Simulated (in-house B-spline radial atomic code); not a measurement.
Results of a calculation; reference values are marked as such.
**Work functions and surface energies across electron densities: Be, Al, Ga, In, Tl, Cd, Cu, Li, Sr, Ba, Rb**

The positive ions are smeared into a uniform slab; the electrons are solved self-consistently in the LDA (PW92) on a fine grid across the film. Stabilised jellium adds, inside the slab, the constant potential −n de/dn that makes the bulk stable at the metal's density. No lattice, so no dependence on crystal face. Atomic units unless named.

Thick-film averages; measured work functions from the table in Wikipedia's article on work functions.

```csv
metal,r_s (bohr),Φ jellium (eV),Φ stabilised (eV),Φ measured (eV),σ jellium (J/m²),σ stabilised (J/m²)
Be,1.87,3.82,4.39,4.98,-1.561,1.090
Al,2.07,3.77,4.26,4.06 to 4.26,-0.608,0.922
Ga,2.19,3.73,4.17,4.32,-0.294,0.825
In,2.41,3.64,4.00,4.09,0.022,0.668
Tl,2.49,3.60,3.93,about 3.84,0.086,0.619
Cd,2.59,3.56,3.86,4.08,0.143,0.562
Cu,2.67,3.52,3.79,4.53 to 5.10,0.174,0.521
Li,3.26,3.23,3.37,2.9,0.220,0.306
Sr,3.54,3.10,3.19,about 2.59,0.202,0.243
Ba,3.7,3.03,3.09,2.52 to 2.70,0.188,0.214
Rb,5.31,2.44,2.36,2.261,0.083,0.072
```

(1) Where do the two models part, and which lies nearer to measurement?

Results:

(1) They differ by +0.57 eV for Be and -0.08 eV for Rb; the stabilising potential vanishes near r_s = 4.2, where jellium is in equilibrium. Against the middle of the measured ranges the mean absolute misses are 0.56 eV (jellium) and 0.36 eV (stabilised). The largest miss of the stabilised model is -1.02 eV, for Cu, a noble metal whose d shell the model lacks. Plain jellium has a negative surface energy for Be, Al, Ga.
